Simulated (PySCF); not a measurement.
Molecule: 2-Methylpyridine, C6H7N.

Bonds (- single, = double, # triple, : aromatic): C1-C2 1.500 Å, C2:C3 1.404 Å, C3:C4 1.389 Å, C4:C5 1.394 Å, C5:C6 1.392 Å, C6:N7 1.331 Å, N7:C2 1.335 Å. C1 carries H8, H9, H10; C3 carries H11; C4 carries H12; C5 carries H13; C6 carries H14.

Spin–spin couplings on one PBE0-D3(BJ)/def2-SVP geometry, PySCF 2.14, gas phase, non-relativistic, equivalent pairs averaged (spin–dipole term only in couplings to heteroatoms); isotopes 13C, 1H; functional B3LYP.

Task: How do the couplings (Hz) change with the basis set? Times are CPU seconds on shared hosts with different chips, so compare them loosely. Far from the basis limit: 6-31G-J, pcJ-0, 6-31G*, def2-TZVP, cc-pVTZ.

Result: 
```
basis set  functions  1J(C6,H14)  1J(C5,H13)  1J(C3,H11)  1J(C4,H12)  1J(C1,H8)  1J(C3,C4)  1J(C4,C5)  core-s
  6-31G-J        112       194.7       177.1       173.9       173.2      137.7       60.3       59.0      25
    pcJ-0        112       167.2       155.0       153.0       151.9      115.6       48.7       47.1      24
   6-31G*        112       178.1       160.8       159.0       159.3      144.5       83.3       80.9      13
    pcJ-1        259       185.5       170.6       167.1       167.1      133.8       61.0       59.9      46
def2-TZVP        259       177.0       162.3       159.1       158.8      126.0       59.9       58.7      88
  cc-pVTZ        308       167.8       153.9       151.6       151.7      118.4       60.5       59.3      59
```

The Fermi-contact term samples the wavefunction at the nucleus, which is why sets with added tight s functions (names with J) are made for couplings.
